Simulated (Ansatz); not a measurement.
Isolated molecules relaxed with PBE0-D4/def2-TZVP in Ansatz; ΔE leaves out vibrations. CBS: MP2 limit from def2 TZ/QZ plus the TZ coupled-cluster correction, frozen cores. This one scheme is used for every species. DFT in def2-TZVPP. B3LYP here is the variant with VWN-RPA as its local correlation; programs differ in this. One conformer a species, not always the lowest.

`[SiH3]CO[SiH2]Cl` + `N=CS` → `N=C([SiH3])S` + `CO[SiH2]Cl`  (formal exchange of groups at the Si–C bond)

| level | ΔE (kJ/mol) |
| --- | --- |
| PBE-D4 | -10.0 |
| B3LYP | -6.9 |

Problem. What does CCSD(T)/CBS give? (An estimate is asked.)

Solution. Ansatz gave: -10.5 kJ/mol. The listed levels differ from it by 0.5, 3.6 kJ/mol.

Largest T1 diagnostic among the species: 0.014.

In def2-TZVPP, CCSD(T) changes the Hartree–Fock value by −4.5 kJ/mol (the triples alone add −2.0 kJ/mol) and MP2 by −5.8 kJ/mol.
